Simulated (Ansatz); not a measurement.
Steps of a relaxation of `[NH2][Al]1[CH2][CH2]1` with RKS PBE0-D4/def2-TZVP.

```sh
$ ansatz run in.yaml --threads 2 --pin off --events-out ev --progress --plain --max-ram 4352MiB
```

```yaml
crystal:
  periodic: [false, false, false]
  atoms:
    - {symbol: N, position_ang: [-1.675396, 1.252524, -1.051633]}
    - {symbol: Al, position_ang: [-0.402054, 0.308386, -0.252892]}
    - {symbol: C, position_ang: [0.636828, -1.271571, 0.087743]}
    - {symbol: C, position_ang: [1.054742, 0.010191, 0.965129]}
    - {symbol: H, position_ang: [-2.296840, 0.890102, -1.778407]}
    - {symbol: H, position_ang: [-1.889945, 2.233075, -0.857002]}
    - {symbol: H, position_ang: [0.229502, -2.114096, 0.679711]}
    - {symbol: H, position_ang: [1.423557, -1.645433, -0.595543]}
    - {symbol: H, position_ang: [2.069022, 0.398033, 0.747002]}
    - {symbol: H, position_ang: [0.933684, -0.112410, 2.058793]}
basis:
  gaussian: {orbitals: def2-TZVP}
hamiltonian: {xc: pbe0, dispersion: d4}
relax: {f_tol: 0.005, max_steps: 150}
```

Positions (Å) and forces (eV/Å) along the path, 6 of 6 steps:

```xyz
10
step=1 energy=-10252.2929 eV
N    -1.675    1.253   -1.052   -0.251    0.187   -0.167
Al   -0.402    0.308   -0.253    0.146   -0.131    0.110
C     0.637   -1.272    0.088   -0.004   -0.259   -0.102
C     1.055    0.010    0.965    0.151    0.168    0.167
H    -2.297    0.890   -1.778    0.429    0.241    0.498
H    -1.890    2.233   -0.857    0.157   -0.669   -0.122
H     0.230   -2.114    0.680    0.231    0.453   -0.284
H     1.424   -1.645   -0.596   -0.391    0.213    0.386
H     2.069    0.398    0.747   -0.522   -0.240    0.108
H     0.934   -0.112    2.059    0.054    0.038   -0.594
10
step=2 energy=-10252.3354 eV
N    -1.667    1.247   -1.046   -0.001   -0.002   -0.004
Al   -0.401    0.306   -0.253    0.097   -0.080    0.062
C     0.630   -1.265    0.083   -0.033   -0.052   -0.034
C     1.046    0.015    0.957    0.025    0.082    0.011
H    -2.282    0.889   -1.764    0.108    0.047    0.121
H    -1.878    2.215   -0.851    0.050   -0.159   -0.018
H     0.237   -2.095    0.679    0.051    0.127   -0.097
H     1.418   -1.631   -0.581   -0.132    0.065    0.094
H     2.054    0.383    0.742   -0.164   -0.048    0.035
H     0.926   -0.115    2.037    0.001    0.021   -0.169
10
step=3 energy=-10252.3410 eV
N    -1.655    1.238   -1.039    0.020   -0.018    0.010
Al   -0.395    0.300   -0.250   -0.022    0.010   -0.011
C     0.626   -1.262    0.081   -0.026   -0.006   -0.019
C     1.042    0.019    0.954   -0.008    0.035   -0.005
H    -2.270    0.882   -1.752   -0.015   -0.010   -0.018
H    -1.863    2.203   -0.844    0.000    0.025    0.010
H     0.231   -2.089    0.670    0.007   -0.007    0.025
H     1.406   -1.627   -0.585    0.026    0.003   -0.004
H     2.043    0.391    0.742    0.024   -0.015   -0.005
H     0.917   -0.106    2.027   -0.006   -0.018    0.017
10
step=4 energy=-10252.3412 eV
N    -1.657    1.238   -1.040   -0.002    0.000    0.000
Al   -0.398    0.298   -0.253   -0.002    0.010   -0.013
C     0.622   -1.265    0.080    0.030    0.045    0.050
C     1.042    0.025    0.949   -0.011   -0.070   -0.023
H    -2.275    0.886   -1.752   -0.003   -0.001    0.004
H    -1.860    2.204   -0.842    0.003   -0.001   -0.003
H     0.245   -2.093    0.679   -0.004   -0.002   -0.005
H     1.406   -1.621   -0.587   -0.009    0.001   -0.008
H     2.052    0.379    0.747   -0.001    0.013   -0.001
H     0.905   -0.102    2.022   -0.002    0.004   -0.001
10
step=5 energy=-10252.3415 eV
N    -1.656    1.238   -1.040   -0.002   -0.001   -0.002
Al   -0.397    0.299   -0.253   -0.005    0.003   -0.003
C     0.624   -1.263    0.081    0.001   -0.005    0.009
C     1.041    0.022    0.951    0.007   -0.002    0.000
H    -2.276    0.883   -1.750    0.000    0.001    0.002
H    -1.858    2.205   -0.846    0.002   -0.001    0.000
H     0.242   -2.091    0.677    0.001   -0.002   -0.005
H     1.407   -1.621   -0.586   -0.002    0.000   -0.003
H     2.048    0.383    0.746   -0.001    0.002    0.004
H     0.909   -0.106    2.024   -0.002    0.004   -0.001
10
step=6 energy=-10252.3415 eV
N    -1.656    1.238   -1.041   -0.001    0.001    0.000
Al   -0.397    0.298   -0.253    0.005   -0.004    0.002
C     0.624   -1.264    0.082    0.001    0.001   -0.002
C     1.042    0.022    0.950   -0.002   -0.001    0.002
H    -2.280    0.883   -1.746   -0.001    0.000   -0.001
H    -1.853    2.206   -0.849   -0.001    0.001   -0.001
H     0.247   -2.095    0.677    0.001    0.001    0.001
H     1.404   -1.618   -0.590   -0.001    0.000   -0.001
H     2.051    0.381    0.750    0.000   -0.001    0.000
H     0.903   -0.103    2.022   -0.001    0.002    0.000
```

Run time 17 s (2 threads of an Intel Xeon Platinum 8488C on a shared host); peak host memory 0.36 GiB.
